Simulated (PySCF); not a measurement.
Ligands exchanged one at a time, In C2H5-I. Isolated molecules, 0 K electronic values unless said otherwise. One relaxed conformer stands for each flexible species; it need not be the lowest. Strings in code marks are SMILES.

Level of theory: CAM-B3LYP-D3(BJ)/def2-TZVP // CAM-B3LYP-D3(BJ)/def2-SVP (PySCF). Excitations are Tamm–Dancoff values on a coarser integration grid. The basis has no diffuse functions, so Rydberg states are missing or too high.

```csv
species,S1–T1 gap (TDA) (eV),LUMO (eV),S1 oscillator strength
0 of 3 C2H5 replaced by I (`[In]([CH2]C)([CH2]C)[CH2]C`),0.23,-0.14,0.000
1 of 3 C2H5 replaced by I,0.17,-0.56,0.000
2 of 3 C2H5 replaced by I (`[CH2]([In]([I])[I])C` (C–C–In–I torsion 179°)),0.57,-1.09,0.032
3 of 3 C2H5 replaced by I (`[I][In]([I])[I]`),0.34,-2.26,0.000
```
